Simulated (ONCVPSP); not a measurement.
What one change does to a pseudopotential (rhodium (Rh), ONCV)

* Element: rhodium
* Generator: ONCVPSP 4.0.1
* Type: optimised norm-conserving Vanderbilt (ONCV)
* Functional: LDA (Perdew-Wang 92)
* Relativity: scalar-relativistic
* Frozen core: [Ar] 3d10
* Valence charge: 17
* Reference configuration: 4s2 4p6 4d7 5s2
* Partial waves: 4s+5s: rc 1.75 bohr, ncon 3, nbas 8, qcut 5.5 1/bohr, 3 projectors, debl 2.6 Ha; 4p: rc 1.70 bohr, ncon 4, nbas 7, qcut 9.5 1/bohr, 2 projectors, debl 0.9 Ha; 4d: rc 1.40 bohr, ncon 5, nbas 8, qcut 7.2 1/bohr, 2 projectors, debl 3.8 Ha
* Local potential: polynomial inside 1.20 bohr (lpopt 1, dvloc0 0 Ha)
* Core correction: Teter function, fcfact 1.5, rcfact 1.6

In the p channel the program set the typed energies aside and used -1.982, 0.250 Ha.

Change: core correction none.

Cutoffs: the cutoffs (Ha) at which the residual kinetic energy of the hardest occupied pseudo-wave falls to 1 and 0.1 mHa per electron; they do not see the model core or the augmentation charge, which bear on the density cutoff. Errors are all-electron minus pseudo energies relative to the spin-unpolarised reference configuration.

Predict the effect on cutoff, ghosts and configuration errors.

The potential gets neither clearly harder nor softer (28 Ha and 86 Ha → 28 Ha and 86 Ha); of the 4 tests that both files solve, the error grows in 0 and shrinks in 4 by more than 15 % and 0.3 meV (median size 9.9 → 6.2 meV); neither file shows a bound ghost.

| quantity | base | changed |
| --- | --- | --- |
| cutoff, loose | 28 Ha | 28 Ha |
| cutoff, tight | 86 Ha | 86 Ha |
| bound ghosts | none | none |
| GHOST(+) flags under 300 eV | s at 292.9 eV | s at 292.9 eV |
| error for 4s2 4p6 4d8 5s1, meV [ΔE -2.39 eV] | -4.3 | -2.7 |
| error for 4s2 4p6 4d8 5s0, meV [ΔE 5.40 eV] | -11 | -6.7 |
| error for 4s2 4p6 4d7 5s0, meV [ΔE 25.16 eV] | -11 | -8.1 |
| error for 4s2 4p6 4d8 5s0 5p1, meV [ΔE 1.35 eV] | -9.2 | -5.7 |
| s: phases at 1.78 bohr within 0.05 rad from the reference energy up to (Ha; the scan ends near 5) | to the end of the scan | to the end of the scan |
| p: phases at 1.72 bohr within 0.05 rad from the reference energy up to (Ha; the scan ends near 5) | to the end of the scan | to the end of the scan |
| d: phases at 1.42 bohr within 0.05 rad from the reference energy up to (Ha; the scan ends near 5) | to the end of the scan | to the end of the scan |
